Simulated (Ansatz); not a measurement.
HCl$_{3}$HfO, charge +1, doublet, at the geometry of the source list (the multiplicity is a formal guess) (core potentials on Hf). Base run: PBE/def2-SV(P) (Ansatz, a quantum-chemistry and plane-wave program).

Ansatz was given this input:
Ansatz 0.2 input:
```yaml
crystal:
  periodic: [false, false, false]
  atoms:
    - {symbol: Hf, position_ang: [0.35460000, 0.04230000, -0.04600000]}
    - {symbol: Cl, position_ang: [2.29780000, 0.91150000, -0.76000000]}
    - {symbol: Cl, position_ang: [0.77600000, -0.74290000, 2.01020000]}
    - {symbol: Cl, position_ang: [-0.06440000, -1.78010000, -1.28790000]}
    - {symbol: O, position_ang: [-1.23380000, 0.95330000, -0.00490000]}
    - {symbol: H, position_ang: [-2.13020000, 0.61580000, 0.08860000]}
basis:
  gaussian:
    orbitals: def2-SV_P_.json
hamiltonian:
  xc: pbe
total_charge: 1
magnetization: {spin_polarized: true, initial_magnetization: 1}
```
The basis file holds def2-SV(P) in the JSON format of the Basis Set Exchange.

The base run was repeated with changes; each row names its change, and settings that it needs were set with it.

```
change                                        E (Eh)  <S^2>  core-seconds (rough)
---------------------------------------  -----------  -----  --------------------
base                                     -1503.19240  0.752                    60
functional = B97M-V                      -1503.42813  0.753                   200
functional = r2scan                      -1503.70800  0.754                   100
functional = revpbe                      -1503.58181  0.752                    60
functional = wB97X-V                     -1503.51149  0.770                   100
functional = cam_b3lyp                   -1503.75094  0.767                    30
functional = wB97X                       -1503.76417  0.769                   100
functional = SVWN5                       -1498.72611  0.751                    30
functional = pbe0; dispersion = d3bjatm  -1503.25170  0.761                    20
functional = hse06                       -1503.21888  0.760                    30
functional = hf                          -1500.75441  0.759                    30
functional = blyp                        -1503.77644  0.752                    50
functional = b3lyp                       -1503.85456  0.758                    40
```

Total energies compare only within one method and basis.
